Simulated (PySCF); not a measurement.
Rigid-rotor lines calculated for a species of formula C7H13N (commonest isotopes; PBE0/pcSseg-1 in PySCF (dipole) on a GFN2-xTB geometry, gas phase), labelled J(Ka,Kc):

| transition | MHz |
| --- | --- |
| 2(0,2) ← 1(0,1) | 6133.2 |
| 1(1,0) ← 0(0,0) | 5067.0 |
| 2(1,2) ← 1(1,1) | 5914.0 |
| 1(0,1) ← 0(0,0) | 3078.4 |
| 2(1,1) ← 1(1,0) | 6399.6 |

Find the rotational constants.

1(0,1) ← 0(0,0) is B + C, 2(1,1) ← 1(1,0) is 3B + C and 2(1,2) ← 1(1,1) is B + 3C, so B − C is half the difference of the last two, 242.8 MHz. 1(1,0) ← 0(0,0) is A + B. A = 3406.4, B = 1660.6, C = 1417.8 MHz.

What moments of inertia, asymmetry and inertial defect follow?

I = 505379 MHz·u·Å² over each constant: Ia = 148.36, Ib = 304.33, Ic = 356.46 u·Å²; κ = (2B − A − C)/(A − C) = -0.756 (asymmetric top); Δ = Ic − Ia − Ib = -96.24 u·Å².

Which dipole components do these lines need?

μa and μc (a-type: ΔKa even, ΔKc odd; c-type: ΔKa odd, ΔKc even). The calculation gives |μa| = 0.80 D, |μb| = 0.00 D, |μc| = 0.92 D.

Predict further lines from these constants: 2(1,1) ← 1(0,1); 2(2,0) ← 1(1,0); 2(2,1) ← 2(1,1); 2(1,2) ← 2(0,2); 2(2,1) ← 1(1,1); 2(1,1) ← 2(1,2); 1(1,1) ← 1(0,1).

```json
{"transition": "2(1,1) ← 2(1,2)", "MHz": "728", "type": "a", "branch": "Q"}
{"transition": "2(1,2) ← 2(0,2)", "MHz": "1527", "type": "c", "branch": "Q"}
{"transition": "1(1,1) ← 1(0,1)", "MHz": "1746", "type": "c", "branch": "Q"}
{"transition": "2(2,1) ← 2(1,1)", "MHz": "5237", "type": "c", "branch": "Q"}
{"transition": "2(1,1) ← 1(0,1)", "MHz": "8388", "type": "c", "branch": "R"}
{"transition": "2(2,0) ← 1(1,0)", "MHz": "11661", "type": "c", "branch": "R"}
{"transition": "2(2,1) ← 1(1,1)", "MHz": "11880", "type": "c", "branch": "R"}
```

Which structure gave them?

`C1CCCC(C1)N=C`, point group Cs. Three constants can't fix a structure by themselves; this is the one that was computed:
```xyz
21
C7H13N angstrom
C      2.691   -0.162   -0.896
N      1.463   -0.053   -0.699
C      0.920   -0.196    0.621
C      0.221    1.112    1.014
C     -0.955    1.407    0.089
C     -1.952    0.254    0.108
C     -1.261   -1.039   -0.313
C     -0.095   -1.347    0.619
H      3.068   -0.048   -1.903
H      3.430   -0.370   -0.110
H      1.716   -0.416    1.360
H      0.943    1.930    0.972
H     -0.128    1.019    2.045
H     -1.444    2.333    0.401
H     -0.579    1.541   -0.926
H     -2.359    0.139    1.117
H     -2.783    0.469   -0.567
H     -1.970   -1.870   -0.299
H     -0.878   -0.929   -1.328
H     -0.458   -1.489    1.639
H      0.404   -2.267    0.305
```

The values belong to one conformer (point group Cs) with, in the numbering `[CH2:1]=[N:2][CH:3]1[CH2:4][CH2:5][CH2:6][CH2:7][CH2:8]1`, C1–N2–C3–C4 119°, N2–C3–C4–C5 63°, C3–C4–C5–C6 57°, C4–C5–C6–C7 -58°, C5–C6–C7–C8 59°. Whether it is a minimum is left open (no frequencies). Zero-point vibration and centrifugal distortion are left out. Quadrupole hyperfine structure (14N) is left out.
